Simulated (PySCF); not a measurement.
Run record: geometry optimisation, `[F][Cu][F]` [radical].

Method: PBE0-D3(BJ)/def2-SVP geometry optimisation, gas phase (PySCF 2.14.0). Start geometry: GFN2-xTB. The command runs a driver script over a list of jobs; the input below is this job's line of settings and its coordinates in Å.

Command:
```bash
OMP_NUM_THREADS=1 python probes_run.py task.json out
```

Input:
```
{"job": {"xc": "PBE0", "basis": "def2-SVP", "d3": "d3bj", "grid": 1, "maxiter": 40, "shake": 0.03, "kind": "geom"}, "charge": 0, "multiplicity": 2}
Cu     0.061400    -0.076570     0.012330
F     -0.033590    -0.034000     1.693660
F     -0.044210     0.013360    -1.725880
```

Output:
```
step   0  E = -1839.36247510  max force = 0.030084
step   1  E = -1839.36396579  max force = 0.007127
step   2  E = -1839.36435373  max force = 0.002541
step   3  E = -1839.36443055  max force = 0.002871
step   4  E = -1839.36444808  max force = 0.000969
step   5  E = -1839.36444902  max force = 0.000101
optimisation converged
```

Energies in Eh; «max force» is the largest Cartesian gradient component in Eh/bohr.

**Question.** Give the first gradient maximum in eV/Å.

**Answer.** With 1 Eh/bohr = 51.422 eV/Å, 1.547 eV/Å.

Main results: final energy -1839.36445 Eh after 5 steps; dipole 0.00 D.

**Question.** Estimate the wall time. Hardware: Intel Xeon Platinum 8488C, one thread, shared host with 96 logical CPUs at a one-minute load of 33. And the peak memory of the process?

**Answer.** About 17 s, with 0.26 GiB resident at the peak, the Python interpreter and its libraries included.
Labels such as C1 count atoms from 1, the log's own numbers from 0.
